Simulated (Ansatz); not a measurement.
C$_{3}$H$_{5}$ (SMILES [CH-]1CC1), charge -1, singlet, geometry from GFN2-xTB (a gas-phase anion, which may not be bound at this level). Base run: Ansatz (a quantum-chemistry and plane-wave program) with R2SCAN/6-31G.

Geometry (Å):
```xyz
8

C     -0.0108     0.9602     0.0934
C      0.7558    -0.3445     0.0266
C     -0.7483    -0.3609     0.0218
H     -0.0126     1.4318    -0.9420
H      1.2554    -0.7436    -0.8763
H      1.2617    -0.7094     0.9296
H     -1.2518    -0.7368     0.9216
H     -1.2333    -0.7707    -0.8842
```
Charge -1, spin multiplicity 1.
All else is at Ansatz's defaults.

The base run was repeated with changes; each row names its change, and settings that it needs were set with it.

```
change                 basis functions      E (Eh)
---------------------  ---------------  ----------
base                                37  -117.07245
basis = STO-3G                      20  -115.57488
basis = 3-21G                       37           ?
basis = 6-31G*                      55  -117.11075
basis = 6-31+G*                     67  -117.13926
basis = cc-pVDZ                     67           ?
basis = 6-311G**                    84  -117.16059
basis = def2-SVPD                  100  -117.05972
basis = 6-311++G**                   ?           ?
basis = 6-311+G(2d,p)                ?           ?
basis = pc-2                       160  -117.18597
basis = def2-TZVPP                 163  -117.18367
basis = def2-QZVP                  321  -117.19323
```

Complete the blanks.


- basis = 3-21G, E (Eh): -116.45593
- basis = cc-pVDZ, E (Eh): -117.13396
- basis = 6-311++G**, basis functions: 101
- basis = 6-311++G**, E (Eh): -117.17440
- basis = 6-311+G(2d,p), basis functions: 111
- basis = 6-311+G(2d,p), E (Eh): -117.17697

Totals compare only among sets that treat the same electrons; sets with core potentials leave the core out.

A gas-phase anion may not be bound at this level; its values then depend on the basis.
